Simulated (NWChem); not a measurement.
System: P₂H₃, doublet; SMILES [PH]P

```xyz
5

P     -0.0727    -1.1552    -0.1448
P     -0.0143     1.0472    -0.1017
H      1.3670    -1.2253    -0.0204
H      0.5597     1.2551     1.2050
H     -1.3734     1.2428     0.3266
```
Atoms are numbered in this order, from 1.

Program: NWChem. Spin-unrestricted. The geometry was optimised at PBE-D3(BJ)/def2-SVP, spin-unrestricted. No stability test was run on the SCF state. Fermi-contact couplings, non-relativistic, static geometry.

Task: What does the run give for PBE0/IGLO-II? Quantities: A(iso) 31P atom 1 (MHz); A(iso) 31P atom 2 (MHz); A(iso) 1H atom 3 (MHz); A(iso) 1H atom 4 (MHz); A(iso) 1H atom 5 (MHz); <S²>.

Result: 
```json
{
  "A(iso) 31P atom 1 (MHz)": "83.7",
  "A(iso) 31P atom 2 (MHz)": "210",
  "A(iso) 1H atom 3 (MHz)": "-36.0",
  "A(iso) 1H atom 4 (MHz)": "81.9",
  "A(iso) 1H atom 5 (MHz)": "15.2",
  "<S²>": "0.756"
}
```
